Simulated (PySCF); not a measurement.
**How the method moves the HOMO and LUMO of `FB(F)[SiH2]B(Cl)Cl`**

B₂Cl₂F₂H₂Si.
Structure used (PBE0-D3(BJ)/def2-SVP), in Å, numbered top down from 1:
```
atom  x, y, z in Å
F1    -2.1219    1.0138   -0.8399
B2    -1.4504   -0.0395   -0.4180
F3    -1.7716   -1.2007   -0.9556
Si4    0.0664    0.1252    0.9286
B5     1.7155    0.3995   -0.2089
Cl6    2.2112    2.0085   -0.6771
Cl7    2.6058   -0.9693   -0.8323
H8    -0.1673    1.2991    1.8227
H9     0.1767   -1.1311    1.7297
```

Basis pcSseg-1 throughout (PySCF), one geometry. Isolated species at its PBE0-D3(BJ)/def2-SVP geometry (one conformer only).

How do the orbital energies, the gap and the dipole change with the method?

```json
{"method": "BLYP", "kind": "GGA", "HOMO (eV)": "-7.09", "LUMO (eV)": "-3.11", "gap (eV)": "3.98", "μ (D)": "0.86", "SCF cycles": "14"}
{"method": "OPBE", "kind": "GGA", "HOMO (eV)": "-7.23", "LUMO (eV)": "-3.24", "gap (eV)": "3.99", "μ (D)": "0.83", "SCF cycles": "15"}
{"method": "KT3", "kind": "GGA", "HOMO (eV)": "-7.36", "LUMO (eV)": "-3.26", "gap (eV)": "4.10", "μ (D)": "0.93", "SCF cycles": "15"}
{"method": "KT2", "kind": "GGA", "HOMO (eV)": "-7.38", "LUMO (eV)": "-3.34", "gap (eV)": "4.04", "μ (D)": "0.96", "SCF cycles": "14"}
{"method": "PBE0", "kind": "global hybrid", "HOMO (eV)": "-8.55", "LUMO (eV)": "-2.53", "gap (eV)": "6.02", "μ (D)": "1.08", "SCF cycles": "12"}
{"method": "mPW1PW91", "kind": "global hybrid", "HOMO (eV)": "-8.59", "LUMO (eV)": "-2.54", "gap (eV)": "6.04", "μ (D)": "1.10", "SCF cycles": "12"}
{"method": "BHandHLYP", "kind": "global hybrid", "HOMO (eV)": "-9.73", "LUMO (eV)": "-1.52", "gap (eV)": "8.21", "μ (D)": "1.29", "SCF cycles": "12"}
{"method": "LC-wPBE", "kind": "range-separated hybrid", "HOMO (eV)": "-11.20", "LUMO (eV)": "-0.35", "gap (eV)": "10.85", "μ (D)": "1.17", "SCF cycles": "14"}
```

The HOMO spans 4.11 eV, from BLYP down to LC-wPBE, and the gap runs from 3.98 eV (BLYP) to 10.85 eV (LC-wPBE). Over the methods BLYP (0 %), OPBE (0 %), KT3 (0 %), KT2 (0 %), PBE0 (25 %), mPW1PW91 (25 %), BHandHLYP (50 %), a straight line through the gap against the share of exact exchange rises by 0.83 eV for each 10 % (correlation coefficient 0.999). The dipole ranges from 0.83 D (OPBE) to 1.29 D (BHandHLYP). This basis has no diffuse functions.

The vertical ΔSCF ionisation energy at CAM-B3LYP/def2-SVPD is 10.62 eV; −ε(HOMO) comes closest to it with LC-wPBE (11.20 eV).
